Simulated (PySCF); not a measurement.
This PySCF input asks for the NMR shieldings of SMILES C#CC[Si@](C)(C#N)C=C, C7H9NSi; the geometry comes from GFN2-xTB.

```python
import basis_set_exchange as bse
import numpy as np
from pyscf import gto, dft
from pyscf.prop import nmr

atoms = """
C    -1.991043   -2.262572    0.272198
C    -1.823155   -1.134358   -0.091284
C    -1.587145    0.225738   -0.507982
Si    0.158642    0.823714    0.031345
C     0.350142    0.708763    1.918346
C     0.241665    2.628582   -0.476827
N     0.292265    3.727470   -0.796449
C     1.520352   -0.061739   -0.932080
C     1.850330   -1.330454   -0.742022
H    -2.167083   -3.251006    0.574905
H    -1.688296    0.285133   -1.594056
H    -2.356096    0.867720   -0.071431
H     0.260037   -0.323953    2.243603
H     1.317691    1.078726    2.245059
H    -0.415759    1.283606    2.432272
H     2.049966    0.501970   -1.691190
H     1.354775   -1.941572   -0.005130
H     2.623954   -1.819452   -1.314239
"""
names = dict.fromkeys(["C", "Si", "N", "H"], "pcSseg-1")
basis = {el: gto.basis.parse(bse.get_basis(n, elements=[el], fmt="nwchem")) for el, n in names.items()}
mol = gto.M(atom=atoms, basis=basis, charge=0, verbose=0)
mf = dft.RKS(mol, xc="PBE0")
mf.grids.level = 2
mf.grids.alignment = dft.numint.BLKSIZE   # the property module wants whole blocks of grid points
mf.conv_tol = 1e-9
mf.kernel()

calc = nmr.RKS(mf)   # GIAO
C = mf.mo_coeff
Co = C[:, mf.mo_occ > 0]
resp = mf.gen_response(singlet=True, hermi=2)
def vind(x):   # induced exchange potential for any number of trial vectors
    d = np.einsum("pi,xij,qj->xpq", C, 2 * x.reshape(-1, C.shape[1], Co.shape[1]), Co, optimize=True)
    return np.einsum("xpq,pi,qj->xij", resp(d - d.transpose(0, 2, 1)), C, Co, optimize=True).ravel()
mo1, _ = nmr.rhf.solve_mo1(calc, with_cphf=vind)
sigma = calc.kernel(mo1)
for i, s in enumerate(sigma):   # ppm
    w = np.linalg.eigvalsh((s + s.T) / 2)
    print("%2d %-2s iso %8.1f  s11 %8.1f  s22 %8.1f  s33 %8.1f" % (i, mol.atom_pure_symbol(i), w.mean(), *w))
```

Question: Give the expected output.

Answer: 
```
 0 C  iso    111.9  s11     37.0  s22     39.2  s33    259.6
 1 C  iso    103.0  s11      6.2  s22     10.6  s33    292.3
 2 C  iso    178.4  s11    167.7  s22    177.6  s33    189.9
 3 Si iso    385.8  s11    346.1  s22    379.7  s33    431.6
 4 C  iso    189.8  s11    181.9  s22    191.7  s33    195.8
 5 C  iso     59.9  s11    -55.7  s22    -54.0  s33    289.6
 6 N  iso    -92.6  s11   -288.5  s22   -284.2  s33    294.9
 7 C  iso     47.9  s11    -65.0  s22     40.1  s33    168.7
 8 C  iso     39.5  s11    -87.5  s22     36.9  s33    169.1
 9 H  iso     30.4  s11     24.8  s22     25.2  s33     41.3
10 H  iso     29.7  s11     24.6  s22     28.5  s33     35.9
11 H  iso     29.8  s11     24.7  s22     28.6  s33     36.0
12 H  iso     30.8  s11     26.1  s22     29.2  s33     37.1
13 H  iso     31.2  s11     26.9  s22     28.0  s33     38.8
14 H  iso     31.3  s11     27.1  s22     28.2  s33     38.5
15 H  iso     25.2  s11     23.7  s22     24.1  s33     27.7
16 H  iso     25.3  s11     21.1  s22     24.7  s33     30.1
17 H  iso     25.0  s11     22.2  s22     24.4  s33     28.3
```

These numbers come from an equivalent density-fitted implementation of the same equations, which agrees with the script to about 0.01 ppm for H and up to a few tenths of a ppm for heavy atoms, so last digits may differ.

Question: Turn these shieldings into chemical shifts. δ = σ(ref) − σ, references computed at the same level: TMS for ¹³C (σ = 186.93 ppm) and ²⁹Si (σ = 349.16 ppm) and ¹H (σ = 31.72 ppm); ¹⁵N (σ = 267.73 ppm) against NH3.

Answer: Averaging equivalent atoms: C 8: 147.4; C 7: 139.0; C 5: 127.0; C 1: 83.9; C 0: 75.0; C 2: 8.5; C 4: -2.9; Si 3: -36.7; N 6: 360.3; H 17: 6.72; H 15: 6.56; H 16: 6.45; H 10: 2.05; H 11: 1.95; H 9: 1.30; H 12/13/14: 0.61 ppm. Experimental scales use liquid or dissolved standards, which lie at an offset from isolated NH3 (liquid NH3: subtract about 20 ppm). Unscaled 15N shifts of sp2 nitrogen come out 20 to 40 ppm too high even then.

Size and cost of the density-fitted run: 205 basis functions, 72 s wall time on 1 thread of an Arm Neoverse N1, shared host; peak memory 0.91 GiB.
